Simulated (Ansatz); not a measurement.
Basis-set extrapolation for `CB(N)O[SiH3]` (PBE0-D4/def2-TZVP geometry, frozen core, Ansatz 0.2.0). Multiplicity 1, RHF reference.

|  | def2-TZVPP | def2-QZVPP |
| --- | --- | --- |
| HF | -485.706621 | -485.725768 |
| MP2 correlation | -0.849879 | -0.911347 |
| CCSD(T) correlation | -0.930098 | not run |

Energies in hartree. Use E(X) = E(∞) + A·exp(−7.88·√X) for Hartree–Fock and E(X) = E(∞) + B·X^(−2.97) for correlation, with X = 3 and 4, and add CCSD(T) minus MP2 of the smaller set to the MP2 limit.

**Question.** What is the CCSD(T) energy at the basis-set limit?

**Answer.** HF limit: -485.725768 + (-0.019147) × 0.13774 = -485.72841. MP2 limit: -0.911347 + (-0.061468) × 0.74074 = -0.95688. Higher-order term: -0.930098 − (-0.849879) = -0.08022. Total: -486.76551 hartree, 338.1 kJ/mol below CCSD(T)/def2-TZVPP.
